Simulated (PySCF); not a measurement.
Simulation results for BGeH2O2

Calculation on a computer-drawn molecule: optimised geometry and harmonic frequencies of an isolated molecule of the commonest isotopes, restricted reference for singlets and unrestricted otherwise, frozen core in MP2; on germanium a core potential holds 10 electrons, which the energies leave out, and 3d is frozen in MP2 and coupled-cluster steps. Program: PySCF 2.14.0.

```json
{"formula": "BGeH2O2", "start_structure": {"atoms_angstrom": [["O", -2.4454, 1.7245, 3.8165], ["B", -1.9047, 1.4856, 2.8054], ["Ge", -0.8974, 1.1148, 1.0748], ["O", -1.8081, 0.1758, 0.0024], ["H", 0.4876, 1.5699, 0.6921], ["H", -1.488, -0.0915, -0.8569]]}, "given": {"charge": 1, "multiplicity": 1, "method": "MP2", "basis": "cc-pVDZ", "basis_and_core_potential_on_germanium": "cc-pVDZ-PP ECP10MDF", "drawn_bonds_atom": [1, 2, 3, 3, 4], "drawn_bonds_other_atom": [2, 3, 4, 5, 6], "drawn_bonds_order": [2, 1, 1, 1, 1]}, "results": {"optimised_atom_element": ["O", "B", "Ge", "O", "H", "H"], "optimised_atom_x [angstrom]": [-2.463, -1.892, -0.9004, -1.847, 0.4919, -1.445], "optimised_atom_y [angstrom]": [1.731, 1.489, 1.117, 0.1564, 1.56, -0.07473], "optimised_atom_z [angstrom]": [3.847, 2.801, 1.081, -0.0003639, 0.6684, -0.863], "modes_frequency [cm^-1]": [124.8, 225.5, 327.8, 451.6, 502.1, 583.9, 723.9, 825.4, 912.7, 1923, 2280, 3728], "modes_reduced_mass [dalton]": [7.32, 4.344, 9.207, 14.93, 1.272, 1.121, 1.055, 8.738, 1.175, 12.33, 1.022, 1.068], "rotational_constants [GHz]": [15.17, 2.558, 2.189], "total_energy [hartree]": -469.2456, "convergence_status_largest_gradient_component [hartree/bohr]": 1.823e-05}}
```
